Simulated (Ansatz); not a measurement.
`[SiH3][SnH2][SiH3]` + HCl → `[SiH3][SnH2][Cl]` + SiH₄ at 298.15 K and 1 bar (cleavage of the Sn–Si bond).

Computed with Ansatz on PBE0-D4/def2-TZVP structures; ΔE is electronic, products minus reactants. CCSD(T)/CBS adds triple-zeta CCSD(T) − MP2 to the extrapolated MP2 energy (def2 sets, frozen cores). This one scheme is used for every species. Elements past krypton have def2 core potentials. For Sn outer-core shells are correlated without core-valence functions, which leaves a few kJ/mol of doubt a bond.

```csv
species,CCSD(T)/CBS energy (Eh),H − E (kJ/mol),S (J/(mol·K))
`[SiH3][SnH2][SiH3]`,-796.97679,188.5,378.5
HCl,-460.38127,26.6,186.8
`[SiH3][SnH2][Cl]`,-965.91856,123.4,352.7
SiH₄,-291.46306,92.1,204.8
```

H − E and S are ideal-gas, rigid-rotor, harmonic terms from PBE0-D4/def2-TZVP. 1 Eh = 2625.50 kJ/mol, R = 8.31446 J/(mol·K).

**Question.** By hand: ΔE, ΔH, ΔS and ΔG.

**Answer.** ΔE = (-965.91856) + (-291.46306) − (-796.97679) − (-460.38127) = -0.02356 Eh = -61.9 kJ/mol. Δ(H − E) = 123.4 + 92.1 − 188.5 − 26.6 = 0.4, so ΔH = -61.5 kJ/mol. ΔS = 352.7 + 204.8 − 378.5 − 186.8 = -7.8 J/(mol·K). ΔG = -61.5 − 298.15 × (-7.8)/1000 = -59.2 kJ/mol.

**Question.** By hand: the equilibrium constant, and the temperature at which ΔG would vanish if ΔH and ΔS stayed fixed.

**Answer.** log₁₀ K = −ΔG/(RT ln 10) = 10.4. ΔG = 0 at ΔH/ΔS = 7885 K, far beyond where these terms or the molecules hold.

The number of gas molecules stays the same, so ΔS is small and ΔH decides. A doubt of 5 kJ/mol in ΔE shifts log₁₀ K by 0.9 here. These are equilibria of isolated gas molecules and say nothing of rates. Largest T1 diagnostic: 0.013 (customary marks: 0.02 for closed shells, 0.045 for open ones).
